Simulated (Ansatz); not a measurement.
Harmonic frequencies (cm⁻¹) at PBE0-D4/def2-TZVP from Ansatz: 58, 118, 164, 184, 186, 237, 241, 280, 318, 340, 353, 602, 685, 1008, 1029, 1058, 1080, 1098, 1148, 1205, 1304, 1437, 1463, 1470, 1483, 1484, 1506, 3017, 3021, 3076, 3080, 3148, 3149.

Each molecule was computed in one conformer, which needn't be the lowest.

Which molecule is it?
A. `C[N]=[Mo](=[O])([F])[O]C`
B. `C[O][Mo]([OH])([F])([F])([F])[Cl]`
C. `C[N](C)[Mo](=[O])(=[O])[F]`
D. `C[N]=[Mo](=[O])([OH])[Cl]`

C.
